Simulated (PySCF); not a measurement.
## input.py for SrBe

Input:

```python
from pyscf import gto, dft

mol = gto.M(
    atom='Sr 0 0 0; Be 0 0 2.75',
    basis='def2-svp',
    ecp={'Sr': 'def2-svp'},
    charge=0,
    spin=0,
    verbose=4,
)
mf = dft.RKS(mol, xc='b3pw91')
mf.kernel()
mf.stability(internal=True, external=True)
mf.dip_moment()
print('orbital energies (hartree):', mf.mo_energy[..., max(0, mol.nelec[1]-3):mol.nelec[0]+3].round(4))
```

```bash
$ OMP_NUM_THREADS=1 python input.py
```

The log (some set-up lines removed):

```
PySCF version 2.14.0

[INPUT] Symbol           X                Y                Z      unit          X                Y                Z       unit  Magmom
[INPUT]  1 Sr     0.000000000000   0.000000000000   0.000000000000 AA    0.000000000000   0.000000000000   0.000000000000 Bohr   0.0
[INPUT]  2 Be     0.000000000000   0.000000000000   2.750000000000 AA    0.000000000000   0.000000000000   5.196746842554 Bohr   0.0

nuclear repulsion = 7.69712306792727
number of shells = 14
number of NR pGTOs = 68
number of NR cGTOs = 32
basis = def2-svp
ecp = {'Sr': 'def2-svp'}

******** <class 'pyscf.dft.rks.RKS'> ********
method = RKS
initial guess = minao
damping factor = 0
level_shift factor = 0
DIIS = <class 'pyscf.scf.diis.CDIIS'>
SCF conv_tol = 1e-09
SCF max_cycles = 50
XC functionals = b3pw91

grids dens level: 3
Initial guess from minao.
tot grids = 35632
init E= -33.6271049227246

WARN: HOMO -0.0399520426810325 == LUMO -0.0399520426810255

cycle= 1 E= -44.1084270168202  delta_E= -10.5  |g|= 1.72  |ddm|= 3.68
  HOMO = -0.344485555423432  LUMO = -0.34206577739811  gap/eV = 0.06585
cycle= 2 E= -43.6430280534907  delta_E= 0.465  |g|= 0.928  |ddm|= 5.43
  HOMO = -0.129524145749709  LUMO = -0.120945874891657  gap/eV = 0.23343
cycle= 3 E= -44.8058161448618  delta_E= -1.16  |g|= 0.796  |ddm|= 4.84
  HOMO = -0.0506076557353552  LUMO = -0.0378170414016186  gap/eV = 0.34805
cycle= 4 E= -45.1208206082909  delta_E= -0.315  |g|= 0.442  |ddm|=  1.1
  HOMO = -0.0777083353626748  LUMO = -0.0750230548336998  gap/eV = 0.07307
cycle= 5 E= -45.3191516263502  delta_E= -0.198  |g|= 0.142  |ddm|=  2.5
  HOMO = -0.127521552315613  LUMO = -0.0994529622641394  gap/eV = 0.76379
cycle= 6 E= -45.3348875244359  delta_E= -0.0157  |g|= 0.0349  |ddm|= 0.917
  HOMO = -0.134518288609805  LUMO = -0.0880075310054894  gap/eV = 1.26562
cycle= 7 E= -45.3337734378439  delta_E= 0.00111  |g|= 0.0395  |ddm|= 0.33
  HOMO = -0.133352430041293  LUMO = -0.0839972670008609  gap/eV = 1.34302
cycle= 8 E= -45.3355775024477  delta_E= -0.0018  |g|= 0.00598  |ddm|= 0.152
  HOMO = -0.132717845861153  LUMO = -0.0818518119973638  gap/eV = 1.38414
cycle= 9 E= -45.3356229422344  delta_E= -4.54e-05  |g|= 0.00134  |ddm|= 0.0561
  HOMO = -0.132737446477887  LUMO = -0.0820286791845561  gap/eV = 1.37986
cycle= 10 E= -45.3356237486603  delta_E= -8.06e-07  |g|= 0.0009  |ddm|= 0.00796
  HOMO = -0.132708766477903  LUMO = -0.0820619943166791  gap/eV = 1.37817
cycle= 11 E= -45.3356245599588  delta_E= -8.11e-07  |g|= 0.00016  |ddm|= 0.00293
  HOMO = -0.13273579925894  LUMO = -0.082081060811013  gap/eV = 1.37839
cycle= 12 E= -45.3356245901818  delta_E= -3.02e-08  |g|= 1.28e-05  |ddm|= 0.000743
  HOMO = -0.13273632318618  LUMO = -0.0820810995239077  gap/eV = 1.37840
cycle= 13 E= -45.3356245903665  delta_E= -1.85e-10  |g|= 7.72e-07  |ddm|= 5.96e-05
  HOMO = -0.132736174829885  LUMO = -0.0820807820589624  gap/eV = 1.37840
Extra cycle  E= -45.3356245903674  delta_E= -8.95e-13  |g|= 8.47e-07  |ddm|= 8.3e-06
converged SCF energy = -45.3356245903674
rhf_internal: lowest eigs of H = [0.07627874 0.07628227 0.28027055]
<class 'pyscf.dft.rks.RKS'> wavefunction is stable in the internal stability analysis
rhf_real2complex: lowest eigs of H = [0.0146426 0.0146427 0.0346648]
<class 'pyscf.dft.rks.RKS'> wavefunction is stable in the real -> complex stability analysis
rhf_external: lowest eigs of H = [-0.01521431 -0.01495837 -0.01491519]
<class 'pyscf.dft.rks.RKS'> wavefunction has an RHF/RKS -> UHF/UKS instability
Dipole moment(X, Y, Z, Debye):  0.00000, -0.00000, -0.51422
orbital energies (hartree): [-0.9054 -0.2572 -0.1327 -0.0821 -0.0821 -0.0677]
```

In short: E(SCF) = -45.335625 Eh, 13 cycles, μz(SCF) = -0.51 D, internal stable; real -> complex stable; RHF/RKS -> UHF/UKS unstable.

Hardware: Intel Xeon Platinum 8375C @ 2.90GHz, 1 thread, shared host. Wall time 4.8 s.

The stability test finds a lower solution, so these numbers belong to a saddle point. The bond length is a typed value, not an optimised one. No search for the lowest solution was made.
